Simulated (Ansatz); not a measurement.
Species: SiS (charge 0, singlet). SMILES: [Si]=S
Coordinates optimised at B3LYP-D3(BJ)/def2-TZVP (Ansatz, a first-principles code):
```
Si
S 1 1.9380
```
Charge 0, spin multiplicity 1.

Atomisation energy built up term by term with Ansatz (kcal/mol; UHF references for open shells; valence terms freeze the core; atomic spin-orbit terms are left out). Basis-set limits of correlation are two-point, X^-3; Hartree-Fock from the larger set (for Q and 5 zeta extrapolated as (X+1)exp(-9√X)).

```
term                                            basis  kcal/mol
-----------------------  ----------------------------  --------
Hartree-Fock             CBS(cc-pV(Q+d)Z,cc-pV(5+d)Z)         ?
CCSD correlation         CBS(cc-pV(Q+d)Z,cc-pV(5+d)Z)         ?
(T)                      CBS(cc-pV(Q+d)Z,cc-pV(5+d)Z)      7.43
CCSDT - CCSD(T)                           cc-pV(D+d)Z      0.15
core correlation                            cc-pwCVTZ      0.66
scalar relativity (X2C)    cc-pVTZ-DK against cc-pVTZ     -0.26
sum: De                                                       ?
```

Fill in the missing entries.


- Hartree-Fock, kcal/mol: 90.12
- CCSD correlation, kcal/mol: 49.53
- sum: De, kcal/mol: 147.6
